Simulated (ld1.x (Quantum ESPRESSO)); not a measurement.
**Varying the TM semilocal potential for silicon (Si)**

Base potential:

Si (Z = 14), norm-conserving Troullier–Martins (semilocal form), made with ld1.x (Quantum ESPRESSO) 7.5 (BLYP, scalar-relativistic). Core [Ne], reference 3s2 3p1.75 (charge +0.25). Waves: 3p (bound): rc 2.00 bohr; 3s (bound): rc 1.60 bohr. Local part: the s channel. Core correction: none.

Cutoffs, loose and tight: the cutoffs (Ry, on a coarse ladder) from which the occupation-weighted sum of valence levels, in a spherical-Bessel basis at the reference potential, stays within 10 and 1 mRy of its value at 400 Ry. They do not see the model core or the augmentation charge, which bear on the density cutoff. Test errors are all-electron minus pseudo excitation energies from the reference, over the configurations 3s2 3p2; 3s2 3p1; 3s2 3p0; 3s1 3p3; 3s2 3p2.3; 3s1 3p2; 3s2 3p1.5. A dash means not determined; rows that change the core or the reference have their own tests.

A semilocal file is local in each channel, so a ghost entry of none says nothing of the separable form that plane-wave codes build from it.

```tsv
change	outcome	cutoff, loose	cutoff, tight	bound ghosts	largest test error (meV)
base	generated	15 Ry	40 Ry	none	+34
all radii scaled by about 0.76 (s 1.22, p 1.52 bohr)	generated	50 Ry	140 Ry	none	+50
all radii scaled by about 0.88 (s 1.40, p 1.76 bohr)	generated	30 Ry	70 Ry	none	+41
all radii scaled by about 1.16 (s 1.86, p 2.32 bohr)	generated	15 Ry	35 Ry	none	+34
all radii scaled by about 1.24 (s 1.98, p 2.48 bohr)	generated	15 Ry	35 Ry	none	+36
all radii scaled by about 1.36 (s 2.18, p 2.72 bohr)	generated	12 Ry	30 Ry	none	+45
```

Reading the sweep of the scale of all radii (base = 1) (base included, trends over the rows without a ghost): The loose cutoff falls from 50 Ry at 0.76 to 12 Ry at 1.36. A larger radius leaves more room for a smooth pseudo-wave, so fewer plane waves are needed; a smaller one forces it to follow the all-electron wave where it bends sharply. The median size of the test errors (rows with all tests solved) is not monotonic: lowest 2.8 meV at 1, highest 4.8 meV at 0.76.
